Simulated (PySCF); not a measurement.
A side-by-side comparison of computed properties.

First species: tetrahydrothiopyran-4-one, C5H8OS.
SMILES: `O=C1CCSCC1`

Second species: C₂H₉AsO₂Si.
Z-matrix (Å and degrees, PBE0-D3(BJ)/def2-SVP geometry), rows numbered from 1:
```
C 
C   1  1.5139
O   2  1.4105  1  112.14
Si  3  1.6595  2  125.79  1   -81.73
O   4  1.6672  3  113.01  2    67.49
As  4  2.3594  3  109.79  2   -47.54
H   1  1.1009  2  110.63  3  -176.83
H   1  1.1005  2  110.79  3    62.96
H   1  1.1007  2  110.41  3   -56.98
H   2  1.1078  1  109.89  3  -123.28
H   2  1.1025  1  110.45  3   119.36
H   4  1.4885  3  103.99  2  -172.05
H   5  0.9629  4  115.99  3    64.59
H   6  1.5249  4   91.10  3  -166.95
H   6  1.5260  4   91.21  3   -74.45
```

Levels: PBE0/def2-SVPD for HOMO energy, LUMO energy, HOMO–LUMO gap and static isotropic polarisability; TDDFT PBE0/def2-SVPD for lowest singlet excitation; TDA PBE0/def2-SVPD for lowest triplet excitation (Tamm–Dancoff); ΔSCF PBE0/def2-SVPD for vertical ionisation energy. Geometries: PBE0-D3(BJ)/def2-SVP. Each structure is a single optimised conformer of the isolated species, non-relativistic unless stated. Electronic properties by PySCF.

Dipoles, sizes and rotational constants follow the conformer. The torsions of the flexible species, by atom-mapped SMILES:
- `[CH3:1][CH2:2][O:3][Si@H:4]([OH:5])[AsH2:6]`: C1–C2–O3–Si4 -82°, C2–O3–Si4–O5 67°, H–O5–Si4–O3 65°, H–As6–Si4–O3 -167°, H–As6–Si4–O3 -74°

The conformers of `O=C1CCSCC1` aren't listed.

Values for the first species:

| Item | Value |
| --- | --- |
| HOMO energy | -6.77 eV |
| LUMO energy | -0.83 eV |
| HOMO–LUMO gap | 5.94 eV |
| Lowest singlet excitation | 4.29 eV |
| Lowest triplet excitation (Tamm–Dancoff) | 3.69 eV |
| Static isotropic polarisability | 79.8 au |
| Vertical ionisation energy | 8.87 eV |

Task: Estimate the same properties for the second species, and the change in each.

Result: 
| property | first | second | second less first |
| --- | --- | --- | --- |
| HOMO energy | -6.77 eV | -7.29 eV | -0.52 eV |
| LUMO energy | -0.83 eV | 0.02 eV | +0.85 eV |
| HOMO–LUMO gap | 5.94 eV | 7.31 eV | +1.37 eV |
| lowest singlet excitation | 4.29 eV | 6.20 eV | +1.91 eV |
| lowest triplet excitation (Tamm–Dancoff) | 3.69 eV | 5.46 eV | +1.77 eV |
| static isotropic polarisability | 79.8 au | 91.8 au | +12.0 au |
| vertical ionisation energy | 8.87 eV | 9.22 eV | +0.35 eV |

On the first: No computed singlet falls in the visible range (750 to 380 nm, 1.65 to 3.26 eV); S1 lies 1.03 eV above its blue end. S1 lies 1.65 eV below the HOMO–LUMO gap; its leading configuration is HOMO−1→LUMO, weight 0.96.

On the second: No computed singlet falls in the visible range (750 to 380 nm, 1.65 to 3.26 eV); S1 lies 2.94 eV above its blue end. The vertical singlet–triplet gap S1 − T1 is 0.74 eV (TDDFT singlet less Tamm–Dancoff triplet; S1: HOMO→LUMO+1, weight 0.56, beside HOMO→LUMO, weight 0.37; T1: HOMO→LUMO, weight 0.42, beside HOMO→LUMO+2, weight 0.32). Relativistic effects, spin–orbit coupling among them, are left out although an element past zinc is present.
